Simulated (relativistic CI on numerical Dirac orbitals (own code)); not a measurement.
## Zn3+: 3s photoemission

Computed with this model: Dirac-Coulomb-Breit CI, orbitals from a KLI potential per configuration, QED by a radiative potential, multiplet model of photoemission in the sudden approximation, unscaled Slater integrals; configurations [Ar] 3d9 → [Ne] 3s 3p6 3d9; 80 K; Lorentzian 2.1 eV and Gaussian 0.6 eV FWHM. Energies are those of the free ion, without screening or charge transfer. The energies are binding energies and can lie tens of eV above those of solids. Without intra-shell correlation the exchange splitting of an s hole comes out too large, often by half or more. S is read from ⟨S²⟩ = S(S + 1).

free ion: ground-state S = 0.50, centroid 194.69 eV. Peaks (eV, height): 193.2 (100), 199.4 (34).

Strongest unbroadened transitions for free ion:

```csv
Energy (eV),Relative strength
193.17,100.0
193.39,30.7
199.40,40.8
```
